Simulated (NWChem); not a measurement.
System: C2H7InO; SMILES [CH3][In]([CH3])[OH]

Excerpt of the output:

```
             Northwest Computational Chemistry Package (NWChem) 7.3.0
             --------------------------------------------------------

 C1  symmetry detected

                             Geometry "geometry" -> ""
                             -------------------------

 Output coordinates in angstroms (scale by  1.889725989 to convert to a.u.)

  No.       Tag          Charge          X              Y              Z
 ---- ---------------- ---------- -------------- -------------- --------------
    1 In                  49.0000    -0.03845313    -0.00502965     0.00053848
    2 C                    6.0000    -0.72204938    -2.05552487    -0.00061302
    3 H                    1.0000    -0.35524862    -2.56912773    -0.90195061
    4 H                    1.0000    -1.81958593    -2.10736584     0.01648188
    5 H                    1.0000    -0.32639046    -2.58010969     0.88192706
    6 C                    6.0000    -0.99508949     1.92136470    -0.00024139
    7 H                    1.0000    -1.54523569     2.07438124    -0.94057948
    8 H                    1.0000    -0.22363231     2.69755422     0.09589781
    9 H                    1.0000    -1.70700255     2.00802328     0.83345367
   10 O                    8.0000     1.96146325     0.26044622    -0.00009281
   11 H                    1.0000     2.47242606    -0.55551122    -0.00574716

 Effective nuclear repulsion energy (a.u.)     371.2289527815

                                 NWChem DFT Module
                                 -----------------

 Summary of "ao basis" -> "ao basis" (spherical)
 ------------------------------------------------------------------------------
       Tag                 Description            Shells   Functions and Types
 ---------------- ------------------------------  ------  ---------------------
 In                        def2-svpd                12       32   5s4p3d
 C                         def2-svpd                 8       20   4s2p2d
 H                         def2-svpd                 4        8   2s2p
 O                         def2-svpd                 9       23   4s3p2d

[...]

                                NWChem TDDFT Module
                                -------------------

            General Information
            -------------------
           No. of orbitals :     302
            Alpha orbitals :     151
             Beta orbitals :     151
        Alpha frozen cores :       0
         Beta frozen cores :       0
     Alpha frozen virtuals :       0
      Beta frozen virtuals :       0
         Spin multiplicity :       1
    Number of AO functions :     151
        Use of symmetry is : off
      Symmetry adaption is : off
         Schwarz screening :  0.10D-07

              XC Information
              --------------
                  B3LYP Method XC Potential
              Hartree-Fock (Exact) Exchange   0.20
                 Slater Exchange Functional   0.80 local
             Becke 1988 Exchange Functional   0.72 non-local
       Lee-Yang-Parr Correlation Functional   0.81
           VWN I RPA Correlation Functional   0.19 local

             TDDFT Information
             -----------------
          Calculation type : Tamm-Dancoff TDDFT
         Wavefunction type : Restricted singlets
          No. of electrons :      48
           Alpha electrons :      24
            Beta electrons :      24
              No. of roots :       6
          Max subspacesize :    5200
            Max iterations :     100
               Target root :       1
           Target symmetry : none
      Symmetry restriction : off
                 Algorithm : Optimal
        Davidson threshold :  0.10D-03

    6 smallest eigenvalue differences (eV)
--------------------------------------------------------
  No. Spin  Occ  Vir  Irrep   E(Occ)    E(Vir)   E(Diff)
--------------------------------------------------------
    1    1   24   25 a        -0.269    -0.039     6.250
    2    1   24   26 a        -0.269    -0.034     6.385
    3    1   23   25 a        -0.282    -0.039     6.614
    4    1   23   26 a        -0.282    -0.034     6.749
    5    1   22   25 a        -0.288    -0.039     6.783
    6    1   22   26 a        -0.288    -0.034     6.918
--------------------------------------------------------

  Entering Davidson iterations
  Restricted singlet excited states

  Iter   NTrls   NConv    DeltaV     DeltaE      Time
  ----  ------  ------  ---------  ---------  ---------
    1      6       0     0.19E+00   0.10+100       34.1
    2     12       0     0.18E-01   0.32E-01       41.2
    3     18       0     0.57E-02   0.58E-03       42.8
    4     24       1     0.21E-02   0.51E-04       46.3
    5     29       2     0.90E-03   0.90E-05       43.0
    6     33       5     0.31E-03   0.17E-05       41.2
    7     34       5     0.11E-03   0.17E-06       31.5
    8     35       6     0.50E-04   0.18E-07       30.7
  ----  ------  ------  ---------  ---------  ---------
  Convergence criterion met

  Ground state a        -345.752921304476 a.u.

  ----------------------------------------------------------------------------
  Root   1 singlet a              0.189729056 a.u.                5.1628 eV
  ----------------------------------------------------------------------------
     Transition Moments    X -0.00046   Y  0.00090   Z -0.03841
     Dipole Oscillator Strength                    0.0001866930
     Electric Quadrupole                           0.0000000597
     Magnetic Dipole                               0.0000014800
     Total Oscillator Strength                     0.0001882326

[...]
```

Level: B3LYP/def2-SVPD with def2 effective core potentials on In, TDA. Geometry: optimised at PBE0/def2-SVP. No frequency run checked for a minimum. def2 effective core potentials on In; no spin-orbit coupling.

Which NWChem input produces such a log?

This is not unique; one that fits is the input that was run:
```
start job
memory heap 200 mb stack 900 mb global 1100 mb
geometry units angstroms noautoz
  In     0.007269    -0.005543     0.001493
  C     -0.781829    -2.017795     0.000063
  H     -0.442995    -2.549298    -0.901844
  H     -1.880561    -2.012612     0.018155
  H     -0.413131    -2.562643     0.882001
  C     -0.848097     1.967905     0.002461
  H     -1.390411     2.149732    -0.937297
  H     -0.037308     2.702962     0.098229
  H     -1.553798     2.090984     0.836856
  O      2.018267     0.155779    -0.000879
  H      2.486187    -0.685595    -0.007372
end
basis spherical
  * library def2-svpd
end
ecp
  In library def2-ecp
end
dft
  xc b3lyp
  iterations 150
end
tddft
  cis
  nroots 6
  notriplet
end
task tddft energy
```
